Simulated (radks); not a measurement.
Q: These are the eigenvalues of the occupied orbitals of an atom or ion with whole-number occupations (eV). Calculated with a radial shooting solver on a logarithmic mesh with Libxc functionals: scalar-relativistic Kohn-Sham, r2SCAN, spin-polarised, spherical densities, finite nucleus; meta-GGA in the generalised Kohn-Sham scheme; Fermi nuclear charge, rms radius of each element as measured or else 0.836 A^(1/3) + 0.57 fm.

orbital  eigenvalue
1s up     -96160.01
1s down   -96106.57
2s up     -23053.54
2s down   -22977.47
2p up     -20900.82
2p down   -20807.24

Which element is it, and in what charge state? The configuration may be excited. Open shells, if any, are filled with parallel spins first.

A: Z = 82, lead, charge +74: Pb74+ in [He] 2s2 2p4. The list shows which subshells hold electrons but not how many an open one holds; the 1s level, -3533.8 hartree, gives Z - s = 84.1 by -(Z - s)^2/2, which with screening and relativity narrows Z to a few neighbours, and the depths of the outer levels then fix element, charge and occupations together.
